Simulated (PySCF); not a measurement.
Si(H)2(Cl)(Me) (CH₅ClSi), SMILES C[SiH2]Cl. Geometry optimised at B3LYP-D3(BJ)/def2-TZVP.

**Question.** Give the equilibrium geometry at B3LYP-D3(BJ)/def2-TZVP (PySCF confirms it by a frequency run) as a Z-matrix, and its point group. (The exact figures need the calculation; the answer reports its results.)

**Answer.** point group Cs.
```
Si
H 1 1.4780
H 1 1.4780 2 109.59
C 1 1.8617 2 111.52 3 123.98
H 4 1.0910 1 110.81 2 178.72
H 4 1.0910 5 108.36 1 121.78
H 4 1.0929 5 108.34 6 117.34
Cl 1 2.0747 2 107.25 3 -116.11
```
